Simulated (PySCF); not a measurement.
BrHOZn, SMILES [OH][Zn][Br]. Atoms are numbered in the order given.

```xyz
4

Zn     0.0072    -0.8356     0.0000
Br    -0.0003     1.4012     0.0000
O     -0.1161    -2.6116     0.0000
H      0.7235    -3.0814     0.0000
```
Charge 0, spin multiplicity 1.

Coordinates come from a B3LYP-D3(BJ)/def2-TZVP optimisation. Other conformers were not sampled.

The numbers are results of M06-2X/def2-TZVPD (PySCF), not measurements.

```yaml
total_energy: -4429.47768 hartree
point_group: Cs
highest_occupied_level: -9.75 eV
lowest_empty_level: -0.99 eV
orbital_gap: 8.76 eV
dipole_moment: 1.52 D
quadrupole, principal values (traceless, Buckingham form, about the centre of nuclear charge): -10.51, 2.27, 8.24 D·Å
mean_static_polarisability: 48.1 bohr³ (7.13 Å³)
polarisability_principal_values: 39.8, 39.9, 64.5 bohr³
```
